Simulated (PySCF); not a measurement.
Nuclear quadrupole coupling in `C[SiH2][SiH2]CCO`

Compound: C3H12OSi2.
Z-matrix (Å and degrees, GFN2-xTB geometry), rows numbered from 1:
```
C 
Si  1  1.8980
Si  2  2.3147  1  112.73
C   3  1.9132  2  112.21  1   -91.65
C   4  1.5211  3  110.81  2    56.18
O   5  1.4117  4  112.08  3   -56.17
H   1  1.0849  2  110.77  3    63.30
H   1  1.0862  2  111.45  3  -176.61
H   1  1.0867  2  111.10  3   -56.69
H   2  1.4751  1  108.55  3  -127.22
H   2  1.4763  1  107.05  3   120.54
H   3  1.4722  2  113.42  1   149.99
H   3  1.4726  2  114.72  1    28.53
H   4  1.0894  3  111.24  2   177.29
H   4  1.0929  3  110.31  2   -64.58
H   5  1.0927  4  110.11  3    60.79
H   5  1.1008  4  111.03  3  -179.60
H   6  0.9634  5  108.43  4   -62.18
```

Field gradients from the PBE0/pcSseg-1 density (PySCF, non-relativistic), principal values in atomic units, ordered |Vxx| ≤ |Vyy| ≤ |Vzz|:

| atom | Vxx | Vyy | Vzz |
| --- | --- | --- | --- |
| O6 | 0.0736 | 1.8233 | -1.8968 |

Problem. Find the asymmetry η = (Vxx − Vyy)/Vzz and the couplings χ = eQV/h (234.96 MHz × Q in barn × V in au), with Q(17O) = −0.0256 b.

Solution. 
```tsv
atom	environment	nucleus	η	χzz (MHz)	χxx (MHz)	χyy (MHz)
O6	alcohol oxygen	17O	0.92	11.41	-0.44	-10.97
```

At O6 η is above 0.9: Vyy and Vzz are nearly equal in size and opposite in sign, so a small change could swap them and flip the sign of χzz. The tensor is traceless: Vxx + Vyy + Vzz = 0.

Problem. What is Vzz at O6 in SI units (1 au = 9.71736 × 10²¹ V/m²)?

Solution. -1.8968 au = -18.432 × 10²¹ V/m².

Were the hydrogens deuterons (Q(2H) = 0.00286 b), χzz would run from 105 kHz (H11) to 313 kHz (H18).

One conformer (not necessarily the lowest) at the GFN2-xTB geometry, without solvent, vibrations or thermal averaging. GFN2-xTB bond lengths can be off by several hundredths of an ångström, more for odd bonds, and the gradients follow them. These gradients aren't converged with respect to the basis.
